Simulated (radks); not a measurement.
Initial-state core-level shifts of the mercury ion Hg2+ when its valence configuration changes from [Xe] 4f14 5d10. All-electron calculation, Dirac Kohn-Sham, PBE, spin-unpolarised, spherical densities, point nucleus; open shells are shared between the two j in proportion to 2j + 1. Program: a radial shooting solver on a logarithmic mesh with Libxc functionals. Shifts are changes of the shell-averaged eigenvalues in eV (positive: less bound).

\begin{tabular}{lrrrr}
valence & 1s & 3p & 4p & 5s \\ \hline
4f14 5d8 6s2 & -8.097 & -8.361 & -8.251 & -7.718 \\
4f13 5d10 6p1 & -18.745 & -22.198 & -19.061 & -9.986 \\
4f14 5d9 6p1 & -5.668 & -5.763 & -5.721 & -5.479 \\
4f14 5d9 6s1 & -3.948 & -4.078 & -4.031 & -3.794 \\
4f14 5d8 6p2 & -11.469 & -11.667 & -11.563 & -11.000 \\
4f12 5d10 6s2 & -34.958 & -42.118 & -35.430 & -16.866 \\
4f13 5d10 6s1 & -17.004 & -20.493 & -17.350 & -8.278 \\
4f13 5d8 6s1 6p2 & -29.174 & -32.873 & -29.565 & -19.737 \\
4f12 5d10 6s1 6p1 & -36.702 & -43.827 & -37.143 & -18.569 \\
\end{tabular}
